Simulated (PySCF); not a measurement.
Problem. Write Cartesian coordinates for `CS[SiH2][PH3+]` as optimised with PBE0-D3(BJ)/def2-SVP. (Charge +1.)

Solution. 
```xyz
12
CH8PSSi angstrom
C      2.5721    0.6035   -0.4104
S      0.7736    0.9064   -0.5866
Si    -0.0477   -0.7967    0.3375
P     -2.2856   -0.2531    0.0543
H      2.8775   -0.2978   -0.9568
H      3.0449    1.4802   -0.8725
H      2.8650    0.5546    0.6461
H      0.0615   -0.9269    1.8147
H      0.0509   -2.1054   -0.3614
H     -2.6361   -0.0784   -1.3023
H     -3.1945   -1.2116    0.5544
H     -2.6368    0.9599    0.6859
```

Orientation and origin are arbitrary. Atoms count from 1 in this order. The 4 heavy atoms lie in one plane (0.005 Å rms). Si3 (SiH2 silicon) is distorted tetrahedral (angles from 97.7° to 118.7°). P4 (phosphorus bonded to Si and 3 H) is distorted tetrahedral (angles from 105.2° to 114.7°). S2 (sulfur bonded to C and Si) is bent (angle 102.0°).

Bonds between heavy atoms (Å): C1–S2 1.832, S2–Si3 2.105, Si3–P4 2.320.

Computed, not measured: PBE0-D3(BJ)/def2-SVP geometry optimisation, gas phase (PySCF 2.14.0).

Point group: Cs (every atom within 0.08 Å of its image). Whether it is a minimum is left open (no frequencies). Torsions: C1–S2–Si3–P4 179°.

On one thread, Arm Neoverse V1, no GPU (shared host), this took 19 s of wall time. These figures are those of the optimisation.

One conformer stands for the species.
